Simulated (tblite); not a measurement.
Compound: C₃H₁₁GeSi (doublet state).
SMILES with atom numbers: `[CH2:1][GeH2:2][C@@H:3]([CH3:4])[SiH3:5]` (hydrogens: H6, H7 on C1; H8, H9 on Ge2; H10 on C3; H11, H12, H13 on C4; H14, H15, H16 on Si5)

Computed with GFN2-xTB (tblite), gas phase: L-BFGS steps from a force-field or distance-geometry start until the largest atomic force falls under 0.01 eV/Å.

Step 41: E = -423.8288 eV
```
atom  x, y, z in Å  |  force x, y, z in eV/Å
C1      2.4450   -0.0322   -0.0665   -0.032   0.020   0.004
Ge2     1.0136    1.1818    0.1801   -0.016   0.007   0.008
C3     -0.8175    0.3615    0.0129   -0.027  -0.027  -0.067
C4     -1.0253   -0.1123   -1.4194    0.002  -0.002  -0.007
Si5    -1.1222   -1.0116    1.2895    0.025   0.047  -0.039
H6      2.8036   -0.3005   -1.0445    0.001   0.014  -0.028
H7      2.8680   -0.6075    0.7378   -0.020   0.013   0.034
H8      1.0591    2.2480   -0.8916    0.054   0.000   0.027
H9      1.1147    1.8735    1.5174    0.018  -0.043  -0.033
H10    -1.5113    1.1837    0.2118    0.010   0.003   0.012
H11    -0.3680   -0.9524   -1.6435   -0.007   0.026  -0.013
H12    -2.0527   -0.4372   -1.5855    0.003   0.008   0.032
H13    -0.8054    0.6886   -2.1293   -0.018  -0.042   0.010
H14    -2.5534   -1.3237    1.3173   -0.021  -0.005  -0.012
H15    -0.6859   -0.5468    2.6041   -0.003   0.004   0.071
H16    -0.3698   -2.2039    0.8979    0.031  -0.024  -0.001
```

Step 42: E = -423.8297 eV
```
atom  x, y, z in Å  |  force x, y, z in eV/Å
C1      2.4446   -0.0321   -0.0670   -0.039   0.025  -0.002
Ge2     1.0149    1.1837    0.1774   -0.024   0.019   0.016
C3     -0.8158    0.3614    0.0119   -0.045  -0.043  -0.037
C4     -1.0290   -0.1116   -1.4201    0.023   0.002   0.017
Si5    -1.1203   -1.0110    1.2908    0.030   0.034  -0.043
H6      2.8091   -0.2923   -1.0445    0.012   0.005  -0.034
H7      2.8551   -0.6178    0.7356   -0.010   0.004   0.039
H8      1.0641    2.2495   -0.8956    0.048  -0.007   0.036
H9      1.1187    1.8755    1.5156    0.009  -0.047  -0.046
H10    -1.5103    1.1818    0.2134    0.008   0.019   0.013
H11    -0.3771   -0.9557   -1.6435   -0.003   0.017  -0.020
H12    -2.0591   -0.4306   -1.5845    0.024   0.026   0.026
H13    -0.8005    0.6891   -2.1276   -0.042  -0.053  -0.002
H14    -2.5503   -1.3337    1.3052   -0.003   0.002  -0.009
H15    -0.6957   -0.5465    2.6102   -0.012   0.012   0.054
H16    -0.3560   -2.2006    0.9112    0.023  -0.014  -0.006
```

Step 43: E = -423.8306 eV
```
atom  x, y, z in Å  |  force x, y, z in eV/Å
C1      2.4438   -0.0307   -0.0670   -0.041   0.023  -0.004
Ge2     1.0154    1.1860    0.1755   -0.026   0.016   0.012
C3     -0.8146    0.3608    0.0090   -0.040  -0.032   0.010
C4     -1.0320   -0.1122   -1.4216    0.031   0.001   0.034
Si5    -1.1181   -1.0093    1.2910    0.028   0.008  -0.024
H6      2.8107   -0.2887   -1.0440    0.021  -0.001  -0.039
H7      2.8470   -0.6210    0.7355   -0.001  -0.004   0.041
H8      1.0716    2.2534   -0.8958    0.038  -0.011   0.039
H9      1.1221    1.8739    1.5152    0.000  -0.042  -0.045
H10    -1.5098    1.1800    0.2131    0.004   0.030   0.009
H11    -0.3825   -0.9572   -1.6458    0.007  -0.003  -0.025
H12    -2.0632   -0.4290   -1.5821    0.024   0.031   0.013
H13    -0.8008    0.6881   -2.1276   -0.054  -0.042  -0.027
H14    -2.5483   -1.3367    1.2971    0.014   0.008  -0.006
H15    -0.7000   -0.5491    2.6154   -0.022   0.019   0.025
H16    -0.3488   -2.1995    0.9207    0.017  -0.004  -0.013
```

Step 44: E = -423.8313 eV
```
atom  x, y, z in Å  |  force x, y, z in eV/Å
C1      2.4422   -0.0297   -0.0673   -0.005  -0.015  -0.017
Ge2     1.0149    1.1872    0.1741   -0.025   0.006   0.001
C3     -0.8151    0.3603    0.0072   -0.017  -0.002   0.048
C4     -1.0336   -0.1124   -1.4220    0.021  -0.003   0.024
Si5    -1.1162   -1.0078    1.2909    0.017  -0.028   0.013
H6      2.8132   -0.2846   -1.0450    0.010   0.004   0.007
H7      2.8402   -0.6245    0.7363   -0.011   0.015   0.004
H8      1.0776    2.2547   -0.8961    0.027  -0.008   0.036
H9      1.1249    1.8722    1.5136   -0.007  -0.031  -0.029
H10    -1.5095    1.1795    0.2136   -0.002   0.031   0.002
H11    -0.3863   -0.9585   -1.6470    0.008  -0.012  -0.023
H12    -2.0661   -0.4261   -1.5804    0.026   0.027   0.004
H13    -0.8006    0.6870   -2.1278   -0.057  -0.031  -0.038
H14    -2.5467   -1.3407    1.2910    0.040   0.015  -0.005
H15    -0.7048   -0.5496    2.6204   -0.032   0.017  -0.015
H16    -0.3416   -2.1981    0.9271    0.007   0.016  -0.013
```

Q: Estimate the geometry and energy of step 45. (The exact step hangs on the optimiser's Hessian estimate; all steps are aligned on step 44, rigid shifts and turns removed.)

A: E = -423.8316 eV, largest force 0.077 eV/Å
```
atom  x, y, z in Å  |  force x, y, z in eV/Å
C1      2.4411   -0.0270   -0.0666   -0.028   0.007  -0.013
Ge2     1.0134    1.1893    0.1747   -0.009  -0.023  -0.016
C3     -0.8152    0.3596    0.0032    0.014   0.033   0.068
C4     -1.0337   -0.1155   -1.4244    0.012  -0.004   0.030
Si5    -1.1146   -1.0055    1.2895    0.010  -0.031   0.035
H6      2.8055   -0.2921   -1.0430    0.022  -0.003  -0.026
H7      2.8455   -0.6109    0.7402    0.006  -0.012   0.032
H8      1.0869    2.2623   -0.8877    0.011   0.000   0.022
H9      1.1254    1.8638    1.5164   -0.013  -0.011   0.001
H10    -1.5098    1.1788    0.2089   -0.007   0.027  -0.001
H11    -0.3817   -0.9559   -1.6535    0.023  -0.033  -0.015
H12    -2.0638   -0.4360   -1.5765   -0.012   0.006  -0.009
H13    -0.8122    0.6836   -2.1321   -0.038   0.008  -0.056
H14    -2.5467   -1.3270    1.2951    0.020   0.008  -0.003
H15    -0.6958   -0.5571    2.6202   -0.031   0.028  -0.024
H16    -0.3519   -2.2015    0.9242    0.021   0.001  -0.025
```

The energy changes by -0.0004 eV. The first-order estimate −F·Δx gives -0.0010 eV and the mean of the old and new forces, exact on a quadratic surface, -0.0004 eV. The step makes an angle of 80° with the force vector and moves no atom by more than 0.015 Å.

The cost below is that of the whole relaxation. Hardware: an Arm Neoverse V1 with one thread, no GPU, shared host with 64 logical CPUs at a one-minute load of 11. Cost: 0.5 s wall.
